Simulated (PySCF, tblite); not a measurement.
Species: C8H7F.
Z-matrix (Å and degrees, GFN2-xTB geometry), rows numbered from 1:
```
C 
C   1  1.3216
C   2  1.4749  1  135.01
C   3  1.3529  2   92.64  1  -180.00
C   4  1.4660  3   93.01  2     0.01
C   5  1.3364  2  138.33  1     0.02
C   6  1.4383  5  124.87  2     0.07
C   7  1.3313  6  124.09  5   179.79
F   8  1.3449  7  122.38  6     0.03
H   1  1.0778  2  120.89  3     0.00
H   1  1.0760  2  122.69  3   179.99
H   3  1.0734  2  132.75  1    -0.00
H   4  1.0738  3  134.58  2   179.94
H   6  1.0828  5  118.75  2   180.00
H   7  1.0773  6  118.20  5    -0.16
H   8  1.0791  7  125.86  6  -179.93
```

The calculation used CAM-B3LYP/def2-SVPD in PySCF (dipole) on a GFN2-xTB geometry, gas phase.

Masses are those of the commonest isotopes; rigid-rotor values at the optimised geometry. The values belong to one conformer with, in the numbering `[CH2:1]=[C:2]1[CH:3]=[CH:4]/[C:5]1=[CH:6]/[CH:7]=[CH:8]\[F:9]`, C5–C6–C7–C8 180°.

(1) Give the principal moments of inertia and the rotational constants in MHz.

(2) Classify the top.

(3) Is it planar, by Δ = Ic − Ia − Ib?

(4) List the rotational levels J(Ka,Kc) to J = 5 (MHz).

(5) Predict some low-J microwave lines.

(6) Estimate the classical rotational partition function at 10 K, 50 K and 100 K.

Results:

(1) Ia = 123.38, Ib = 613.63, Ic = 737.01 u·Å²; 505379 MHz·u·Å²/I gives A = 4096, B = 823.6, C = 685.7 MHz.

(2) A near-prolate asymmetric top; Ray's κ = -0.919.

(3) Planar: Δ = Ic − Ia − Ib = 0.00 u·Å². For a rigid frame Δ = −2 Σ m c², so it vanishes when all atoms lie in the ab plane; here none is more than 0.01 Å from it.

(4) Above 0(0,0):
J = 1: 1(0,1) 1509, 1(1,1) 4782, 1(1,0) 4920
J = 2: 2(0,2) 4524, 2(1,2) 7663, 2(1,1) 8076, 2(2,1) 17894, 2(2,0) 17898
J = 3: 3(0,3) 9035, 3(1,3) 11981, 3(1,2) 12808, 3(2,2) 22422, 3(2,1) 22443, 3(3,1) 39132, 3(3,0) 39132
J = 4: 4(0,4) 15029, 4(1,4) 17734, 4(1,3) 19113, 4(2,3) 28456, 4(2,2) 28520, 4(3,2) 45178, 4(3,1) 45178, 4(4,1) 68561, 4(4,0) 68561
J = 5: 5(0,5) 22492, 5(1,5) 24918, 5(1,4) 26984, 5(2,4) 35993, 5(2,3) 36141, 5(3,3) 52738, 5(3,2) 52741, 5(4,2) 76117, 5(4,1) 76117, 5(5,1) 106182, 5(5,0) 106182
Those of J = 1 are B + C, A + C and A + B.

(5) The dipole components are |μa| = 1.41 D, |μb| = 0.60 D, |μc| = 0.00 D; the mirror of this Cs structure is the ab plane, so μc vanishes by symmetry and there are no c-type lines. The squared components, which scale the intensities, stand as 1.00 : 0.18 (a : b). Some lines, for components of 0.1 D or more:

```
type  branch         J(Ka,Kc)    MHz  lower level (cm⁻¹)
   a       R  2(1,2) ← 1(1,1)   2881               0.160
   a       R  2(0,2) ← 1(0,1)   3014               0.050
   b       R  4(0,4) ← 3(1,3)   3048               0.400
   b       Q  2(1,1) ← 2(0,2)   3553               0.151
   b       Q  3(1,2) ← 3(0,3)   3774               0.301
   b       Q  4(1,3) ← 4(0,4)   4083               0.501
   a       R  3(2,2) ← 2(2,1)   4528               0.597
   a       R  3(2,1) ← 2(2,0)   4545               0.597
   a       R  3(1,2) ← 2(1,1)   4732               0.269
   a       R  4(0,4) ← 3(0,3)   5995               0.301
   a       R  4(1,3) ← 3(1,2)   6304               0.427
   a       R  5(3,2) ← 4(3,1)   7562               1.507
   b       Q  5(2,3) ← 5(1,4)   9157               0.900
   b       Q  4(2,2) ← 4(1,3)   9407               0.638
   b       Q  2(2,0) ← 2(1,1)   9822               0.269
   b       Q  2(2,1) ← 2(1,2)  10231               0.256
   b       Q  3(2,2) ← 3(1,3)  10441               0.400
   b       Q  3(3,0) ← 3(2,1)  16689               0.749
   b       R  5(2,3) ← 4(1,4)  18406               0.592
   b       R  3(3,0) ← 2(2,1)  21238               0.597
   b       Q  5(4,2) ← 5(3,3)  23379               1.759
   b       R  5(3,2) ← 4(2,3)  24285               0.949
   b       R  4(4,1) ← 3(3,0)  29429               1.305
   b       R  4(4,0) ← 3(3,1)  29429               1.305
   b       R  5(5,1) ← 4(4,0)  37621               2.287
```

(6) Point group Cs, symmetry number σ = 1; q = (√π/σ)·√((kT/h)³/(ABC)), k/h = 20836.6 MHz/K: 3510 at 10 K, 39200 at 50 K, 111000 at 100 K.

Its GFN2-xTB frequencies are all real (lowest 58 cm⁻¹). Zero-point vibration and centrifugal distortion are left out.

Hardware: Arm Neoverse V2, one thread, no GPU (shared host). Cost: 56 s, 1.1 GiB resident at most. This is the CAM-B3LYP/def2-SVPD job that gave the dipole, with the excitations it also computed.
